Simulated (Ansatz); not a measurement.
```yaml
crystal:
  periodic: [false, false, false]
  atoms:
    - {symbol: N, position_ang: [-0.352488, 0.868969, -0.156860]}
    - {symbol: Al, position_ang: [0.299535, -0.727036, 0.113501]}
    - {symbol: F, position_ang: [1.455804, -0.977417, 1.249152]}
    - {symbol: F, position_ang: [-0.230002, -2.007883, -0.763061]}
    - {symbol: H, position_ang: [-0.069648, 1.692031, 0.347645]}
    - {symbol: H, position_ang: [-1.061201, 1.087235, -0.836576]}
basis:
  gaussian: {orbitals: def2-TZVPD}
magnetization: {spin_polarized: true, initial_magnetization: 0}
hamiltonian: {xc: {name: B3LYP-D3}}
output: {forces: true}
```

```sh
$ ansatz run in.yaml --threads 4 --pin off --events-out ev --progress --plain --max-ram 10444MiB
```

Output, abridged:

```
Error: YAML parse error: error: line 13 column 19: hamiltonian.xc: no functional is named "B3LYP-D3"; the names, which are not case-sensitive, are SVWN5, SPW92, PBE, PBE0, PBEsol, revPBE, revPBE0, RPBE, rPW86-PBE, HSE06, wPBEh, LC-wPBE, HISS, HF, BLYP, B3LYP, B3LYP5, BHLYP, CAM-B3LYP, r2SCAN, r2SCANh, r2SCAN0, r2SCAN50, m-r2SCAN, B97, wB97, wB97X, wB97X-V, B97M-V, wB97M-V, B2PLYP, B2GP-PLYP, PBE0-DH, PBE-QIDH
11 |   gaussian: {orbitals: def2-TZVPD}
12 | magnetization: {spin_polarized: true, initial_magnetization: 0}
13 | hamiltonian: {xc: {name: B3LYP-D3}}
14 | output: {forces: true}
```

**Question.** Something in this input is off. What?

**Answer.** The method's name isn't one that the program takes here. The program refused the input.

HSE06 is defined as in plane-wave codes.
